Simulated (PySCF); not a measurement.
C₄H₂Cl₃F, SMILES ClC(Cl)(C(Cl)=C=C)F. The structure is a stationary point at PBE-D3(BJ)/def2-SVP. The structure was generated by enumeration, and PubChem lists no compound with its InChIKey, so it may never have been made. Other conformers were not sampled.

Computed equilibrium geometry at PBE-D3(BJ)/def2-SVP (PySCF confirms it by a frequency run) as bond lengths and angles, and its point group (one conformer of several):
point group Cs.
Atoms: C1 C2 C3 Cl4 C5 F6 Cl7 Cl8 H9 H10. Bonds (Å): C1–C2 1.313, C1–H9 1.104, C1–H10 1.104, C2–C3 1.320, C3–Cl4 1.742, C3–C5 1.516, C5–F6 1.350, C5–Cl7 1.801, C5–Cl8 1.801. Angles (°): C2–C1–H9 121.4, C2–C1–H10 121.4, H9–C1–H10 117.3, C1–C2–C3 179.9, C2–C3–Cl4 122.4, C2–C3–C5 121.6, Cl4–C3–C5 116.0, C3–C5–F6 109.8, C3–C5–Cl7 110.4, C3–C5–Cl8 110.4, F6–C5–Cl7 108.4, F6–C5–Cl8 108.4, Cl7–C5–Cl8 109.4.
Charge 0, spin multiplicity 1.
